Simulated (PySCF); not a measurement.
# Correlation energy of Pb (lead, neutral)

[Xe] 4f14 5d10 6s1 6p2 6d1, one real determinant (an excited configuration). Calculation: PySCF 2.14, in aug-cc-pVQZ-PP with ECP60MDF; a scalar-relativistic core potential. Frozen: 5s2 5p6 5d10; 4 electrons correlated.

MP2 pair energies summed by pair of shells (mhartree):

| pair | energy | share (%) |
| --- | --- | --- |
| 6p-6d | -4.41 | 34.8 |
| 6p-6p | -3.71 | 29.3 |
| 6s-6p | -3.29 | 26.0 |
| 6s-6d | -1.25 | 9.9 |

Total MP2 correlation energy: -12.67 mhartree.

Same-spin part -12.67 and opposite-spin part 0.00 mhartree; SCS-MP2 scales them by 1/3 and 6/5 to -4.22 mhartree.

The reference is one real determinant that mixes LS terms of this configuration.

Spin-orbit coupling is strong in this species, so the high-spin LS determinant is a model state.
